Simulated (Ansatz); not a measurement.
Relaxation of C$_{2}$H$_{7}$BO (11 atoms, charge 0, multiplicity 1), to a largest force component of 0.03 eV/Å in at most 50 steps.

Level of theory: RKS PBE-D4/def2-SVP in Ansatz.

```xyz
11
Properties=species:S:1:pos:R:3
B -0.988 -0.248 -0.974
C 1.066 1.266 0.430
O -1.174 0.667 -1.757
H 0.462 1.532 -0.435
C -0.829 -1.459 -0.039
H 1.672 0.366 0.211
H 0.416 1.073 1.305
H 1.752 2.102 0.679
H -0.972 -1.162 1.018
H 0.180 -1.905 -0.143
H -1.584 -2.231 -0.294
```

Where does it end, and by what steps?

It converged. The force dipped under the threshold on the way, but the program's further checks kept it going. After 8 steps the energy has fallen by 0.112 eV; O3 moved furthest, 0.41 Å.

| step | energy less start (eV) | largest force component (eV/Å) | accepted |
| --- | --- | --- | --- |
| 0 | 0.0000 | 0.614 | yes |
| 1 | -0.0826 | 0.202 | yes |
| 2 | -0.1026 | 0.260 | yes |
| 3 | -0.1065 | 0.461 | yes |
| 4 | -0.1096 | 0.106 | yes |
| 5 | -0.1107 | 0.009 | yes |
| 6 | -0.1111 | 0.059 | yes |
| 7 | -0.1114 | 0.030 | yes |
| 8 | -0.1116 | 0.010 | yes |

```xyz
11
Properties=species:S:1:pos:R:3
B -1.233 -0.436 -1.140
C 1.247 1.405 0.558
O -1.465 0.445 -1.949
H 0.610 1.632 -0.317
C -0.943 -1.549 -0.121
H 1.844 0.495 0.358
H 0.611 1.240 1.449
H 1.930 2.254 0.751
H -1.055 -1.164 0.912
H 0.094 -1.922 -0.241
H -1.640 -2.399 -0.259
```

Whether the end is a true minimum wasn't checked by a vibrational analysis.

The run took 5 s on 2 threads of AMD EPYC 9R45 96-Core Processor (Zen 5), on a shared host, peak memory 0.14 GiB.
